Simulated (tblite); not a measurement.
C4H7ClFSi (doublet state).
Z-matrix (Å and degrees, GFN2-xTB geometry), rows numbered from 1:
```
F 
C   1  1.3749
C   2  1.4494  1  119.76
C   3  1.4617  2   62.82  1  -107.40
Si  4  1.8956  2  116.97  3   111.55
C   5  1.9123  4  106.48  2  -161.70
Cl  6  1.7860  5  108.31  4   -63.42
H   2  1.0836  1  108.91  3   149.37
H   3  1.0682  2  131.28  4   122.12
H   4  1.0879  2  118.21  3  -106.11
H   5  1.4629  4  110.09  2    80.33
H   5  1.4655  4  110.36  2   -44.24
H   6  1.0865  5  112.50  4   178.91
H   6  1.0873  5  113.58  4    54.93
```

All values are computed: GFN2-xTB (tblite) harmonic vibrations without scaling, gas phase. Against measured fundamentals such values can be off by several per cent, at times by over 20. Modes of hydrogen on silicon can be 10 to 20 % off. One conformer, not necessarily the lowest. Open shells enter through the occupations alone, without spin polarisation, and single modes of such species can be off by tens of per cent.

Harmonic wavenumbers (cm⁻¹): 26.2, 46.7, 96.0, 151.8, 180.7, 240.1, 344.5, 406.0, 475.5, 556.7, 619.2, 648.5, 696.6, 730.8, 753.7, 756.0, 780.8, 867.6, 915.7, 956.3, 995.9, 1041.3, 1083.2, 1088.0, 1141.7, 1183.8, 1250.1, 1405.6, 1428.4, 2254.0, 2278.8, 2958.8, 2999.0, 3007.6, 3019.7, 3168.8.

A = 3633, B = 769.0, C = 711.4 MHz; mass 136.999 u (most abundant isotopes); point group C1, symmetry number 1; spin multiplicity 2.

**Question.** What is the zero-point energy?

**Answer.** Half the sum of the wavenumbers: 20277 cm⁻¹ = 242.57 kJ/mol.

**Question.** What is S at 298.15 K and 1 bar for an ideal gas of classical rigid rotors and harmonic oscillators?

**Answer.** Translation 170.22, rotation 123.31, vibration 115.92, spin (R ln 2) 5.76: S = 415.2 J/(mol K).

**Question.** And Cp and H(298.15 K) − H(0)?

**Answer.** Cp = 142.88 J/(mol K), of which vibrations give 109.63 (their classical limit is 36 R = 299.3); H(298.15 K) − H(0) = 26.76 kJ/mol without the zero-point energy, 16.84 from vibrations.

**Question.** Which modes carry the vibrational entropy at 298.15 K?

**Answer.** 26.2 cm⁻¹: 25.51; 46.7 cm⁻¹: 20.72; 96.0 cm⁻¹: 14.79; 151.8 cm⁻¹: 11.09; 180.7 cm⁻¹: 9.71; 240.1 cm⁻¹: 7.54 J/(mol K); the other 30 give 26.56 together.

**Question.** What must be added to the electronic energy to get the Gibbs energy at 298.15 K and 1 bar?

**Answer.** ZPE + [H(298.15 K) − H(0)] − T·S = 242.57 + 26.76 − 123.79 = 145.54 kJ/mol.

**Question.** How do the functions run with temperature in this model?

**Answer.** 
| T (K) | S (J/(mol K)) | Cp (J/(mol K)) | H − H(0) (kJ/mol) | G − H(0) (kJ/mol) | ln q(vib) |
| --- | --- | --- | --- | --- | --- |
| 50 | 260.2 | 56.7 | 2.25 | -10.76 | 1.02 |
| 100 | 305.0 | 73.6 | 5.53 | -24.97 | 2.40 |
| 373.15 | 450.0 | 167.5 | 38.42 | -129.50 | 8.85 |
| 500 | 503.8 | 200.2 | 61.86 | -190.06 | 11.65 |
| 750 | 593.6 | 241.5 | 117.54 | -327.65 | 16.86 |
| 1000 | 666.8 | 266.9 | 181.31 | -485.48 | 21.55 |

q(vib) and H(0) count from the zero-point level.

**Question.** Blend soft modes into free rotors: weight 1/[1 + (100 cm⁻¹/ν̃)⁴] for the oscillator and the rest for a rotor with moment μB/(μ + B), μ = h/(8π²ν), B = 10⁻⁴⁴ kg m². What vibrational entropy results?

**Answer.** 101.05 J/(mol K) in place of 115.92, which changes −T·S at 298.15 K by +4.43 kJ/mol.

Hindered rotation and anharmonicity are outside this model. Other conformers, if any are populated, would add a mixing term that is left out. The structure is chiral; the term R ln 2 for an equal mix with its mirror image is left out.

Hardware: one thread, Arm Neoverse V1 (aarch64), no GPU (shared host). Cost: 0.51 s wall. The figure is for the frequency step alone.
